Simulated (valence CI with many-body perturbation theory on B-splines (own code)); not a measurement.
Energy levels of Mo XXXVI

Level of theory: relativistic CI+MBPT: five valence electrons over a frozen Dirac-Fock core [He], a basis of 9 s, 9 p, 8 d, 6 f, 3 g, 1 h functions for each j, with the one-electron correlation potential Σ1, the two-electron term Σ2, the three-electron term Σ3, Breit, model QED; selected CI, second order for the rest, scaled by the run's own slope (own B-spline code, finite nucleus).

The last digits are not significant, and no measured levels were compared; by estimate large intervals hold to a few tenths of a per cent, small ones and those within an open d or f shell to about a per cent. Among the levels kept, up to 5400 cm⁻¹ of a level comes from second order outside the variational space, and about a tenth of that is noise between levels of different J, which matters for small intervals.

Levels 1 to 45 of 61, with energies above the lowest level, (2s^2 2p1/2^2 2p3/2) J=3/2. "Leading %" is the weight of the configuration and term that name the level; weights of strongly mixed levels are sums over their largest components and can fall short, so below about 35 % the name and the second component can differ from the true leading terms, or belong to a minority configuration. In the jj column 3d3/2^4 stands for four electrons in 3d with j = 3/2. Lifetimes count E1, E2, E3, M1 and M2 decay at the calculated energies, and are blank where another channel may lead or the interval is too uncertain; long ones can be off by a factor of two.

| No. | Configuration | Term | J | E (eV) | Leading % | Lifetime | g | Leading jj |
| --- | --- | --- | --- | --- | --- | --- | --- | --- |
| 1 | 2s2 2p3 | 2P° | 3/2 | 0.0 | 41 |  | 1.440 | 2s^2 2p1/2^2 2p3/2 (97 %) |
| 2 | 2s2 2p3 | 4S° | 3/2 | 98.7 | 50 | 94.0 ns | 1.402 | 2s^2 2p1/2 2p3/2^2 (98 %) |
| 3 | 2s2 2p3 | 2D° | 5/2 | 114.5 | 100 | 519 ns | 1.189 | 2s^2 2p1/2 2p3/2^2 (100 %) |
| 4 | 2s2 2p3 | 2P° | 1/2 | 135.6 | 99 | 103 ns | 0.652 | 2s^2 2p1/2 2p3/2^2 (99 %) |
| 5 | 2s2 2p3 | 2P° | 3/2 | 234.6 | 56 | 38.6 ns | 1.262 | 2s^2 2p3/2^3 (98 %) |
| 6 | 2s 2p4 | 4P | 5/2 | 253.3 | 83 | 18.8 ps | 1.520 | 2s 2p1/2^2 2p3/2^2 (97 %) |
| 7 | 2s 2p4 | 4P | 1/2 | 299.5 | 49 | 5.57 ps | 2.272 | 2s 2p1/2^2 2p3/2^2 (91 %) |
| 8 | 2s 2p4 | 4P | 3/2 | 300.3 | 41 | 3.81 ps | 1.319 | 2s 2p1/2^2 2p3/2^2 (86 %) |
| 9 | 2s 2p4 | 4P | 3/2 | 371.9 | 58 | 5.27 ps | 1.391 | 2s 2p1/2 2p3/2^3 (90 %) |
| 10 | 2s 2p4 | 2D | 5/2 | 394.9 | 83 | 6.09 ps | 1.259 | 2s 2p1/2 2p3/2^3 (97 %) |
| 11 | 2s 2p4 | 2P | 1/2 | 418.5 | 53 | 2.34 ps | 1.502 | 2s 2p1/2 2p3/2^3 (85 %) |
| 12 | 2s 2p4 | 2P | 3/2 | 430.4 | 62 | 2.09 ps | 1.126 | 2s 2p1/2 2p3/2^3 (96 %) |
| 13 | 2s 2p4 | 2P | 1/2 | 535.2 | 44 | 2.29 ps | 1.529 | 2s 2p3/2^4 (91 %) |
| 14 | 2p5 | 2P° | 3/2 | 602.2 | 99 | 2.10 ps | 1.323 | 2p1/2^2 2p3/2^3 (99 %) |
| 15 | 2p5 | 2P° | 1/2 | 715.2 | 99 | 1.65 ps | 0.652 | 2p1/2 2p3/2^4 (99 %) |
| 16 | 2s2 2p2 3s | 4P | 1/2 | 2653.2 | 53 | 64.0 fs | 2.058 | 2s^2 2p1/2^2 3s (98 %) |
| 17 | 2s2 2p2 3p | 4D° | 1/2 | 2700.1 | 43 | 6.15 ps | 0.665 | 2s^2 2p1/2^2 3p1/2 (98 %) |
| 18 | 2s2 2p2 3p | 4D° | 3/2 | 2738.7 | 26 | 4.62 ps | 1.339 | 2s^2 2p1/2^2 3p3/2 (96 %) |
| 19 | 2s2 2p2 3s | 4P | 3/2 | 2754.0 | 88 | 82.6 fs | 1.680 | 2s^2 2p1/2 2p3/2 3s (99 %) |
| 20 | 2s2 2p2 3s | 2P | 1/2 | 2759.5 | 68 | 40.5 fs | 1.276 | 2s^2 2p1/2 2p3/2 3s (99 %) |
| 21 | 2s2 2p2 3s | 2D | 5/2 | 2766.8 | 55 | 56.1 fs | 1.366 | 2s^2 2p1/2 2p3/2 3s (97 %) |
| 22 | 2s2 2p2 3s | 2D | 3/2 | 2770.9 | 58 | 42.8 fs | 1.014 | 2s^2 2p1/2 2p3/2 3s (98 %) |
| 23 | 2s2 2p2 3d | 4F | 3/2 | 2787.5 | 38 | 44.9 fs | 0.776 | 2s^2 2p1/2^2 3d3/2 (98 %) |
| 24 | 2s2 2p2 3p | 4P° | 1/2 | 2800.7 | 42 | 7.06 ps | 1.676 | 2s^2 2p1/2 2p3/2 3p1/2 (98 %) |
| 25 | 2s2 2p2 3d | 2D | 5/2 | 2802.9 | 26 | 10.5 fs | 1.200 | 2s^2 2p1/2^2 3d5/2 (96 %) |
| 26 | 2s2 2p2 3p | 4D° | 3/2 | 2805.4 | 54 | 8.30 ps | 1.151 | 2s^2 2p1/2 2p3/2 3p1/2 (98 %) |
| 27 | 2s2 2p2 3p | 2F° | 5/2 | 2814.7 | 39 | 6.51 ps | 1.121 | 2s^2 2p1/2 2p3/2 3p1/2 (97 %) |
| 28 | 2s2 2p2 3p | 2P° | 3/2 | 2831.2 | 35 | 1.11 ps | 1.409 | 2s^2 2p1/2 2p3/2 3p1/2 (90 %) |
| 29 | 2s2 2p2 3p | 4D° | 5/2 | 2834.1 | 51 | 3.78 ps | 1.427 | 2s^2 2p1/2 2p3/2 3p3/2 (96 %) |
| 30 | 2s2 2p2 3p | 4P° | 1/2 | 2837.5 | 39 | 5.07 ps | 1.742 | 2s^2 2p1/2 2p3/2 3p3/2 (97 %) |
| 31 | 2s2 2p2 3p | 2D° | 3/2 | 2842.3 | 48 | 4.35 ps | 1.213 | 2s^2 2p1/2 2p3/2 3p3/2 (94 %) |
| 32 | 2s2 2p2 3p | 2F° | 7/2 | 2847.5 | 55 | 7.94 ps | 1.263 | 2s^2 2p1/2 2p3/2 3p3/2 (98 %) |
| 33 | 2s2 2p2 3p | 2P° | 3/2 | 2852.5 | 44 | 772 fs | 1.355 | 2s^2 2p1/2 2p3/2 3p3/2 (92 %) |
| 34 | 2s2 2p2 3p | 2D° | 5/2 | 2860.0 | 50 | 1.61 ps | 1.189 | 2s^2 2p1/2 2p3/2 3p3/2 (93 %) |
| 35 | 2s2 2p2 3p | 2P° | 1/2 | 2869.8 | 82 | 987 fs | 0.694 | 2s^2 2p1/2 2p3/2 3p3/2 (95 %) |
| 36 | 2s2 2p2 3s | 4P | 5/2 | 2877.7 | 54 | 44.4 fs | 1.414 | 2s^2 2p3/2^2 3s (95 %) |
| 37 | 2s2 2p2 3s | 2P | 3/2 | 2882.8 | 49 | 37.7 fs | 1.139 | 2s^2 2p3/2^2 3s (95 %) |
| 38 | 2s 2p3 3s | 6S° | 5/2 | 2883.5 | 54 | 214 fs | 1.767 | 2s 2p1/2^2 2p3/2 3s (81 %) |
| 39 | 2s2 2p2 3d | 4F | 3/2 | 2889.3 | 41 | 25.3 fs | 0.943 | 2s^2 2p1/2 2p3/2 3d3/2 (95 %) |
| 40 | 2s2 2p2 3d | 4F | 5/2 | 2890.9 | 55 | 55.2 fs | 0.983 | 2s^2 2p1/2 2p3/2 3d3/2 (95 %) |
| 41 | 2s2 2p2 3d | 4D | 1/2 | 2891.6 | 80 | 50.2 fs | 0.221 | 2s^2 2p1/2 2p3/2 3d3/2 (99 %) |
| 42 | 2s2 2p2 3d | 4F | 7/2 | 2896.5 | 61 | 231 fs | 1.270 | 2s^2 2p1/2 2p3/2 3d5/2 (90 %) |
| 43 | 2s 2p3 3s | 4S° | 3/2 | 2900.5 | 46 | 49.2 fs | 1.636 | 2s 2p1/2^2 2p3/2 3s (86 %) |
| 44 | 2s2 2p2 3d | 2F | 7/2 | 2901.0 | 41 | 35.4 ps | 1.130 | 2s^2 2p1/2 2p3/2 3d3/2 (79 %) |
| 45 | 2s2 2p2 3d | 4P | 5/2 | 2903.8 | 40 | 8.42 fs | 1.209 | 2s^2 2p1/2 2p3/2 3d5/2 (66 %) |

The ionisation energy to 2s2 2p2 3P_0 of the next ion comes out as 4795.9 eV (NIST: 4800 ± 30 eV (semi-empirical)). All 61 levels together are meant to be complete up to 2956.0 eV.
